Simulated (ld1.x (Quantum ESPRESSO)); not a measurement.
# Which change was made? (In, TM)

ld1.x (Quantum ESPRESSO) 7.5 input, shortened:

```
&input
   title='In', zed=49., rel=1, dft='BP', iswitch=3,
   config='[Kr] 4d10 5s2 5p0.5'
 /
 &inputp
   pseudotype=2, tm=.true., lloc=-1, rcloc=2.40,
   nlcc=.true., new_core_ps=.true.
 /
3
5S  1  0   2.00   0.00  2.15  2.15  0.0
5P  2  1   0.50   0.00  2.65  2.65  0.0
4D  3  2  10.00   0.00  1.35  1.35  0.0
 &test
   configts(1)='4d10 5s2 5p0.5'
 /
```

Cutoffs, loose and tight: the cutoffs (Ry, on a coarse ladder) from which the occupation-weighted sum of valence levels, in a spherical-Bessel basis at the reference potential, stays within 10 and 1 mRy of its value at 400 Ry. They do not see the model core or the augmentation charge, which bear on the density cutoff. Test errors are all-electron minus pseudo excitation energies from the reference, over the configurations 4d10 5s2 5p1; 4d10 5s2 5p0; 4d10 5s1 5p0; 4d9 5s2 5p1; 4d9 5s2 5p2; 4d10 5s1 5p2; 4d9 5s0 5p0; variants that change the core or the reference have their own tests. The largest error is taken over the tests solved by every variant that gives reliable tests at all, those not shown here included: 4d10 5s1 5p0; 4d10 5s1 5p2; 4d10 5s2 5p0; 4d10 5s2 5p1; 4d9 5s0 5p0.

The base gives: outcome: generated; cutoff, loose: 90 Ry; cutoff, tight: 140 Ry; bound ghosts: none; largest test error (meV): -194.

On the changes marked as counting shells twice: ld1.x takes every shell without a wave as core, so the model core holds the marked electrons as well and exchange and correlation see them twice. This cancels in the reference configuration, but the file is broken for other ones, and its errors say nothing about a proper core correction.

(1) After one change the result is: outcome: generated; cutoff, loose: 90 Ry; cutoff, tight: 140 Ry; bound ghosts: s, p; largest test error (meV): -69. Which change was it?
A. wave 5s (bound): rc 2.15 bohr becomes 5s (bound): rc 1.32 bohr
B. all radii but the core radius scaled by about 1.13 (s 2.42, p 2.98, d 1.52 bohr); local potential all-electron potential smoothed inside 2.70 bohr (lloc = -1)
C. local potential all-electron potential smoothed inside 1.36 bohr (lloc = -1)
D. core [Ar] 3d10, valence charge 21; reference 4s2 4p6 4d10 5s1.5 5p1.5; waves now 4s (bound): rc 1.25 bohr; 4p (bound): rc 1.30 bohr; 4d (bound): rc 1.65 bohr; local potential the d channel; core correction Bessel-smoothed model core inside 0.65 bohr (5p, 5s counted twice)

## Answers

(1) C. The others give: all radii but the core radius scaled by about 1.13 (s 2.42, p 2.98, d 1.52 bohr); local potential all-electron potential smoothed inside 2.70 bohr (lloc = -1) → outcome: generated; cutoff, loose: 80 Ry; cutoff, tight: 140 Ry; bound ghosts: none; largest test error (meV): -310 | wave 5s (bound): rc 2.15 bohr becomes 5s (bound): rc 1.32 bohr → outcome: generated; cutoff, loose: 140 Ry; cutoff, tight: 300 Ry; bound ghosts: s; largest test error (meV): -463 | core [Ar] 3d10, valence charge 21; reference 4s2 4p6 4d10 5s1.5 5p1.5; waves now 4s (bound): rc 1.25 bohr; 4p (bound): rc 1.30 bohr; 4d (bound): rc 1.65 bohr; local potential the d channel; core correction Bessel-smoothed model core inside 0.65 bohr (5p, 5s counted twice) → outcome: generated, misses its reference levels by 0.77 eV; cutoff, loose: 110 Ry; cutoff, tight: 160 Ry; bound ghosts: none; largest test error (meV): -3364 over the solved tests; 1 of 7 tests not solved or not reliable.
